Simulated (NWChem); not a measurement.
## Correlation energy of CF

```xyz
2

C      0.0000     0.0000     0.7631
F      0.0000     0.0000    -0.5087
```
Charge 0, spin multiplicity 2.

The numbers come from NWChem runs, not from measurements. All single points use one geometry, from UB3LYP/def2-SVP, a minimum by its harmonic frequencies.

Basis set: 3-21G. Each correlation energy counts from its own Hartree-Fock reference.

The correlated methods keep 2 core orbitals frozen. This spin state was chosen for the runs; another may lie lower. The structure started from a generated list of species. The unpaired electrons of the parent sit in orbitals of symmetry b2 (C2v labels of the run); other states weren't searched. The stability of the SCF solutions was not checked. Open-shell Hartree-Fock references start from PBE0 orbitals. Coupled-cluster values serve here as a point of comparison, not as the truth.

Task: For the correlation energy, UMP2 gives -172.1 mHa and SCS-UMP2 gives -167.9 mHa. What do CCSD on UHF, CCSD[T] on UHF, CCSD(T) on UHF give?

Result: CCSD on UHF: -182.0 mHa; CCSD[T] on UHF: -188.1 mHa; CCSD(T) on UHF: -186.8 mHa.
